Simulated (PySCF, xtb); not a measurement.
C2H4F2Si, SMILES C=C(F)[SiH2]F.

GFN2-xTB in xtb at its own geometry gives an orbital gap of 4.62 eV and a dipole moment of 0.53 D.

The structure is a stationary point at TPSSh-D3(BJ)/def2-SVP. The structure was generated by enumeration, and PubChem lists no compound with its InChIKey, so it may never have been made. The values are those of a single conformer.

Task: What does CAM-B3LYP/def2-TZVP (PySCF) give? (Estimate from the structure and the level; the computed values follow.)

Result: gap 9.85 eV (levels -9.33 and 0.52 eV), dipole 0.16 D.
